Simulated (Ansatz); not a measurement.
Consider the formal hydrolysis of a C–S bond: `[SiH3][SiH2]SCS` + H₂O → `OCS` + `[SiH3][SiH2]S`.

Gas-phase electronic energies from Ansatz, PBE0-D4/def2-TZVP geometries. CBS: MP2 limit from def2 TZ/QZ plus the TZ coupled-cluster correction, frozen cores. This one scheme is used for every species. DFT in def2-TZVPP. B3LYP here is the variant with VWN-RPA as its local correlation; programs differ in this. HSE06 is defined as in plane-wave codes. One conformer a species, not always the lowest.

`[SiH3][SiH2]SCS`:

```xyz
13

Si    0.032    0.294    2.083
Si   -1.405    0.278    0.228
S    -0.543    0.991   -1.603
C     0.504   -0.422   -2.037
S     1.668   -0.977   -0.775
H     1.178    1.208    1.837
H    -0.714    0.801    3.272
H     0.534   -1.068    2.397
H    -2.532    1.224    0.446
H    -1.954   -1.089   -0.003
H    -0.115   -1.293   -2.257
H     1.033   -0.142   -2.947
H     2.313    0.194   -0.640
```

H₂O:

```xyz
3

O    -0.017    0.389    0.002
H     0.624   -0.170    0.447
H    -0.607   -0.219   -0.449
```

`OCS`:

Cartesian coordinates in Å:
```
O 0.634 0.960 -0.470
C -0.358 0.052 -0.064
S 0.077 -0.696 1.507
H 0.386 1.310 -1.332
H -1.319 0.547 0.125
H -0.515 -0.736 -0.808
H 1.096 -1.437 1.042
```

`[SiH3][SiH2]S`:

```xyz
9

Si    1.196   -0.751    0.640
Si   -0.432    0.281   -0.683
S    -1.852    1.137    0.675
H     1.844    0.252    1.526
H     2.230   -1.366   -0.235
H     0.575   -1.811    1.477
H     0.179    1.331   -1.543
H    -1.088   -0.712   -1.577
H    -2.653    1.639   -0.280
```

```csv
level,ΔE (kJ/mol),difference from CCSD(T)/CBS
r2SCAN-D4,40.0,-8.5
B3LYP-D4,41.9,-6.6
HSE06-D4,44.4,-4.1
CAM-B3LYP-D4,33.8,-14.7
B2PLYP,33.1,-15.4
PBE,34.0,-14.5
revPBE,27.7,-20.8
BLYP,20.2,-28.3
B3LYP,22.3,-26.2
HF/def2-SVP,4.1,-44.4
MP2/def2-SVP,37.3,-11.2
CCSD(T)/def2-SVP,28.3,-20.2
CCSD(T)/def2-TZVPP,40.7,-7.8
SCS-MP2/def2-QZVPP,46.3,-2.2
MP2/CBS(def2),60.0,11.5
CCSD/CBS(def2),42.7,-5.8
CCSD(T)/CBS,48.5,0
```

Largest T1 diagnostic among the species: 0.012.

In def2-TZVPP, CCSD(T) changes the Hartree–Fock value by +30.1 kJ/mol (the triples alone add +5.8 kJ/mol) and MP2 by +41.6 kJ/mol. Leaving LDA and LC-ωPBE aside and taking each functional with its dispersion term where it has one, the values, not all of them listed here, spread over 18.0 kJ/mol, from B2PLYP to revPBE-D4. LDA lies +9.1 kJ/mol from PBE without D4. The D4 term adds +19.6 kJ/mol with B3LYP and +10.9 kJ/mol with PBE0; it sums over pairs of atoms, weighted by their polarisabilities, and B3LYP, whose exchange is more repulsive, gets the larger term.
